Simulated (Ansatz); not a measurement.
Spin states of CMoO (SMILES [O+]#[C-]->[Mo]), each relaxed with B3LYP-D3(BJ)/def2-TZVP.
State 1 (charge 0, multiplicity 5):
```xyz
3

Mo    -1.074    -0.859    -0.979
O      0.889     0.757     0.786
C      0.152     0.150     0.123
```
State 2 (charge 0, multiplicity 7):
```xyz
3

Mo    -1.13926    -1.03279    -0.99869
O      0.92680     0.55216     0.89778
C      0.17930     0.52810     0.03059
```

Singlets are restricted, other states unrestricted; no spin–orbit coupling, no relativity up to Kr; see below for the cores. The largest T1 diagnostic is 0.050.

Run with Ansatz (Gaussian orbitals). Each number belongs to the level named beside it. In def2 rows elements past Kr take small-core potentials, without spin–orbit coupling.

Q: One of these levels gives 31.5 kJ/mol for the energy of the multiplicity-7 state less that of the multiplicity-5 state. Name it.
A. r2SCANh/def2-TZVPP
B. B3LYP/def2-TZVPP
C. CAM-B3LYP/def2-TZVPP
D. PBE0/def2-TZVPP

A: C, CAM-B3LYP/def2-TZVPP. The others give 7.4 (r2SCANh/def2-TZVPP), 38.2 (B3LYP/def2-TZVPP), 22.9 (PBE0/def2-TZVPP)

Ansatz is a first-principles code.
